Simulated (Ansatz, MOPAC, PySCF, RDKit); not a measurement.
Dimer: H2O (SMILES O) (first 3 atoms) with CH2O (SMILES C=O); geometry from B3LYP-D3(BJ)/def2-TZVP, rigid monomers moved along the line of their centres of mass till O1···C4 is 2.54 Å.
(charge 0, multiplicity 1):
```
atom    x (Å)    y (Å)    z (Å)
----  -------  -------  -------
O     -0.1503   0.4376  -0.1146
H      0.4921   0.1685  -0.7793
H     -0.5236  -0.3821   0.2299
C      0.0046   0.6072   2.4188
O     -0.3993  -0.5134   2.5795
H      1.0841   0.8471   2.4200
H     -0.6775   1.4627   2.2674
```

```
level                                  interaction energy (kcal/mol)  minus CCSD(T)/CBS(aug-cc-pVDZ, aug-cc-pVTZ)   cost
-------------------------------------  -----------------------------  -------------------------------------------  -----
MMFF94                                                         -0.39                                         1.62      -
UFF                                                             8.23                                        10.24      -
PM3                                                             1.12                                         3.13      -
HF/STO-3G (no counterpoise)                                     0.73                                         2.74      -
HF/3-21G (no counterpoise)                                     -4.85                                        -2.84      -
PBE/def2-TZVPPD                                                -1.51                                         0.50     ×1
r2SCAN/def2-TZVPPD                                             -2.69                                        -0.67     ×2
B3LYP/3-21G (no counterpoise)                                  -7.47                                        -5.46      -
B3LYP/6-31G*                                                   -1.14                                         0.88      -
B3LYP/6-311+G** (no counterpoise)                              -1.44                                         0.57      -
B3LYP/def2-TZVPPD                                              -0.78                                         1.23     ×1
B3LYP-D3(BJ)/def2-TZVPPD                                       -2.08                                        -0.06     ×1
PBE0/def2-TZVPPD                                               -1.60                                         0.41     ×1
PBE0-D4/def2-TZVPPD                                            -2.23                                        -0.22     ×1
M06-2X/6-31G* (no counterpoise)                                -4.99                                        -2.98      -
wB97X-V/def2-TZVPPD                                            -2.14                                        -0.13     ×3
MP2/6-31G*                                                     -0.57                                         1.44      -
MP2/CBS(aug-cc-pVDZ, aug-cc-pVTZ)                              -2.03                                        -0.01      -
SCS-MP2/aug-cc-pVDZ                                            -0.48                                         1.53      -
CCSD(T)/CBS(aug-cc-pVDZ, aug-cc-pVTZ)                          -2.01                                         0.00  ×300*
```

 The comparison column counts from a level with limits of its own.

The rows run from -7.47 (B3LYP/3-21G (no counterpoise)) to 8.23 kcal/mol (UFF). The dispersion term adds -1.30 in B3LYP-D3(BJ), -0.64 in PBE0-D4. The 5 functionals in def2-TZVPPD without D3 or D4 span 1.91, from r2SCAN to B3LYP.

Counterpoise-corrected where a basis set is named; no monomer relaxation. Rows marked so take none. RDKit's UFF carries no charges.

Cores are frozen in the correlated methods. CBS(a, b) extrapolates the correlation energy as X⁻³ and adds the Hartree–Fock energy of set b. Rows in 3-21G, 6-311+G**, 6-31G*, STO-3G carry no dispersion term and start afresh at each structure (6-31G* with six Cartesian d functions). MP2/6-31G* freezes PySCF's default core. The state that PM3 reach isn't checked.

Codes used: Ansatz (an electronic-structure program); MOPAC for PM3 (differences of heats of formation); PySCF for 3-21G rows, 6-311+G** rows, 6-31G* rows, STO-3G rows, the dispersion terms; RDKit for the force fields. 

Costs are rough ratios of core time to PBE/def2-TZVPPD (about 4 s over the structures, on one shared machine); a dash marks a level with no comparable run of its own. A star marks coupled-cluster runs past 200 virtual orbitals, where the program's memory plan changes under this machine's limit, so their costs aren't comparable with smaller runs.
